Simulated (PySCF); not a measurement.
AlF4, SMILES [F][Al-]([F])([F])[F], charge -1.

Geometry: PBE0-D3(BJ)/def2-SVPD. The isomer is the one that the SMILES or the coordinates give; other isomers of the formula were not compared.

These are HF/def2-SVPD in PySCF values and carry that method's errors.

Symmetry labels are those of the subgroup D2 that the program uses (full group Td).

Computed valence orbital energies around the gap with their symmetry:
| orbital | symmetry | energy (eV) |
|---|---|---|
| HOMO−7 | A | -11.91 |
| HOMO−6 | A | -11.91 |
| HOMO−5 | B1 | -11.62 |
| HOMO−4 | B2 | -11.62 |
| HOMO−3 | B3 | -11.62 |
| HOMO−2 | B1 | -11.07 |
| HOMO−1 | B2 | -11.07 |
| HOMO | B3 | -11.07 |
| LUMO | A | 5.00 |
| LUMO+1 | B1 | 8.28 |
| LUMO+2 | B2 | 8.28 |
| LUMO+3 | B3 | 8.28 |
